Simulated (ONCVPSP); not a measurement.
**An all-electron radial function and its pseudo partner (nickel)**

Columns: radius, all-electron u(r) and pseudo u(r) of the 3s shell (level -130.75 eV) of nickel in the configuration [Ne] 3s2 3p6 3d8; PBE, scalar-relativistic, ONCV scheme, ONCVPSP 4.0.1.

| r (bohr) | all-electron | pseudo |
| --- | --- | --- |
| 0.075 | -0.0592 | 0.1494 |
| 0.150 | -0.6688 | 0.3109 |
| 0.225 | -0.5152 | 0.4785 |
| 0.300 | -0.0003 | 0.6504 |
| 0.375 | 0.5325 | 0.8281 |
| 0.450 | 0.9363 | 0.9905 |
| 0.525 | 1.1799 | 1.1154 |
| 0.600 | 1.2859 | 1.2050 |
| 0.675 | 1.2898 | 1.2493 |
| 0.750 | 1.2277 | 1.2207 |
| 0.825 | 1.1278 | 1.1277 |
| 0.900 | 1.0100 | 1.0100 |
| 0.975 | 0.8877 | 0.8877 |
| 1.050 | 0.7693 | 0.7693 |
| 1.125 | 0.6593 | 0.6594 |
| 1.200 | 0.5602 | 0.5602 |
| 1.275 | 0.4727 | 0.4727 |
| 1.350 | 0.3965 | 0.3965 |
| 1.425 | 0.3310 | 0.3310 |
| 1.500 | 0.2752 | 0.2752 |
| 1.575 | 0.2281 | 0.2280 |
| 1.650 | 0.1884 | 0.1884 |
| 1.725 | 0.1552 | 0.1552 |
| 1.800 | 0.1276 | 0.1276 |
| 1.875 | 0.1047 | 0.1047 |
| 1.950 | 0.0857 | 0.0857 |

Q: How many radial nodes do the two functions have?

A: The all-electron 3s function has n − l − 1 = 2 (the table is too coarse to show those close to the nucleus); the pseudo-wave has 0, since the states of the same l below it are removed with the core.

Q: At about which radius was the pseudo-wave matched?

A: 0.85 bohr, where the columns begin to agree (steps of 0.07 bohr).

Q: Is the pseudo-wave norm-conserving?

A: Yes: the ONCV scheme keeps the norm inside the radius equal to the all-electron one, which fixes the energy derivative of the logarithmic derivative at the level.
